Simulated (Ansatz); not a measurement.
One geometry of `OP([SiH3])[SiH3]`, several functionals.

```yaml
crystal:
  periodic: [false, false, false]
  atoms:
    - {symbol: O, position_ang: [-0.449349, 1.961422, -0.262116]}
    - {symbol: P, position_ang: [0.755780, 0.794610, -0.327401]}
    - {symbol: Si, position_ang: [0.452293, -0.181020, 1.683330]}
    - {symbol: Si, position_ang: [-0.309507, -0.790906, -1.527057]}
    - {symbol: H, position_ang: [-0.076971, 2.809718, -0.516155]}
    - {symbol: H, position_ang: [0.934160, 0.740433, 2.745497]}
    - {symbol: H, position_ang: [1.280317, -1.417306, 1.688069]}
    - {symbol: H, position_ang: [-0.968958, -0.529015, 1.949576]}
    - {symbol: H, position_ang: [-1.664203, -1.106800, -1.000485]}
    - {symbol: H, position_ang: [-0.431205, -0.328953, -2.934673]}
    - {symbol: H, position_ang: [0.543242, -2.009282, -1.477986]}
basis:
  gaussian: {orbitals: def2-TZVPP}
hamiltonian: {xc: r2scan, dispersion: d4}
output: {forces: true, orbitals: {seedname: orbitals}}
```

```sh
$ ansatz run in.yaml --threads 4 --pin off --events-out ev --progress --plain --max-ram 10444MiB
```

Output, abridged:

```
Functional definition: r2SCAN
1427 factors; their error is unknown
mean field evaluation 1: about -27199.1182 eV, gradient 5.2e1 eV
mean field evaluation 2: about -27179.7878 eV, gradient 1.1e2 eV
mean field evaluation 4: about -27203.7710 eV, gradient 6.1e0 eV
mean field evaluation 8: about -27203.8749 eV, gradient 1.7e-1 eV
mean field evaluation 16: about -27203.8321 eV, gradient 2.0e-4 eV
mean field -27203.83209935 eV, -999.7223902313 hartree, gradient 1.8e-5 eV, S^2 0.000000; 0 other end points of the search recorded, 0 dependent functions left out
reference -27203.83211437 eV, -999.7223907834 hartree; 29, 29 occupied and 226, 226 virtual orbitals, 1427 factors
Total energy: -27203.90026078 eV, -999.7248951177 hartree
Atom 0 at    -0.449349     1.961422    -0.262116 Å, force    -0.190126     0.130251     0.021199 eV/Å
Atom 1 at     0.755780     0.794610    -0.327401 Å, force     0.180276    -0.117003    -0.021870 eV/Å
Atom 2 at     0.452293    -0.181020     1.683330 Å, force     0.012009    -0.025210     0.032943 eV/Å
Atom 3 at    -0.309507    -0.790906    -1.527057 Å, force    -0.001522    -0.036718    -0.023898 eV/Å
Atom 4 at    -0.076971     2.809718    -0.516155 Å, force     0.023971     0.037290    -0.012794 eV/Å
Atom 5 at     0.934160     0.740433     2.745497 Å, force    -0.013150    -0.019239    -0.012080 eV/Å
Atom 6 at     1.280317    -1.417306     1.688069 Å, force    -0.017965     0.021636     0.007886 eV/Å
Atom 7 at    -0.968958    -0.529015     1.949576 Å, force     0.019483     0.003643     0.009289 eV/Å
Atom 8 at    -1.664203    -1.106800    -1.000485 Å, force     0.013182    -0.000687    -0.017931 eV/Å
Atom 9 at    -0.431205    -0.328953    -2.934673 Å, force    -0.004003    -0.012951     0.023005 eV/Å
Atom 10 at     0.543242    -2.009282    -1.477986 Å, force    -0.022155     0.018988    -0.005749 eV/Å
Dipole moment:     0.057962     0.165543    -0.045948 e Å
```

Hardware: 4 threads of an Arm Neoverse V2 on a shared host. Wall time 4.5 s, peak host memory 0.38 GiB.

The same input with `hamiltonian: {xc: pbe0, dispersion: d4}` and no forces (abridged; 2.9 s):

```
Functional definition: PBE0
mean field evaluation 16: about -27194.5877 eV, gradient 8.2e-6 eV
mean field -27194.58770906 eV, -999.3826651543 hartree, gradient 8.2e-6 eV, S^2 0.000000
Total energy: -27194.83161545 eV, -999.3916285489 hartree
```

Changing it to `hamiltonian: {xc: pbe, dispersion: d4}` (abridged; 2.3 s):

```
Functional definition: PBE
mean field evaluation 16: about -27192.1141 eV, gradient 1.8e-4 eV
mean field -27192.11412599 eV, -999.2917626530 hartree, gradient 1.7e-5 eV, S^2 0.000000
Total energy: -27192.39977059 eV, -999.3022598986 hartree
Atom 0 force    -0.609159    -0.000322     0.147681 eV/Å
Atom 1 force     0.528338    -0.187305    -0.091315 eV/Å
Atom 2 force    -0.013636    -0.011706    -0.027366 eV/Å
Atom 3 force     0.000301    -0.001280     0.033260 eV/Å
Atom 4 force     0.193071     0.405785    -0.124904 eV/Å
Atom 5 force     0.051473     0.094752     0.116154 eV/Å
Atom 6 force     0.085397    -0.127863     0.009879 eV/Å
Atom 7 force    -0.153145    -0.043101     0.045948 eV/Å
Atom 8 force    -0.152777    -0.044635     0.043835 eV/Å
Atom 9 force    -0.013190     0.044834    -0.150743 eV/Å
Atom 10 force     0.083328    -0.129158    -0.002430 eV/Å
Dipole moment:     0.063226     0.174743    -0.048915 e Å
```
